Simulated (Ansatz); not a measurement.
Gas-phase electronic energies from Ansatz, PBE0-D4/def2-TZVP geometries. CBS: MP2 limit from def2 TZ/QZ plus the TZ coupled-cluster correction, frozen cores. DFT in def2-TZVPP. B3LYP here is the variant with VWN-RPA as its local correlation; programs differ in this. For Ga outer-core shells are correlated without core-valence functions, which leaves a few kJ/mol of doubt a bond. Scalar relativity is left out up to krypton. One conformer a species, not always the lowest.

Reaction (ligand exchange at the Si–C bond): `C[SiH2]C(N)F` + `[SH][GaH2]` → `C[SiH2][S][GaH2]` + `NCF`

```json
{"level": "B3LYP-D4", "ΔE (eV)": "-0.90"}
{"level": "SCS-MP2/def2-TZVPP", "ΔE (eV)": "-0.96"}
```

(1) What does CCSD(T)/CBS give? (Best estimate.)

Largest T1 diagnostic among the species: 0.013.

Results:

(1) Computed: -0.95 eV. The listed levels differ from it by 0.05, -0.01 eV.

The D4 term adds −0.04 eV with B3LYP and −0.02 eV with PBE0; it sums over pairs of atoms, weighted by their polarisabilities, and B3LYP, whose exchange is more repulsive, gets the larger term. From PBE to PBE0 (25 % exact exchange), in def2-TZVPP and without D4, ΔE moves by −0.06 eV.
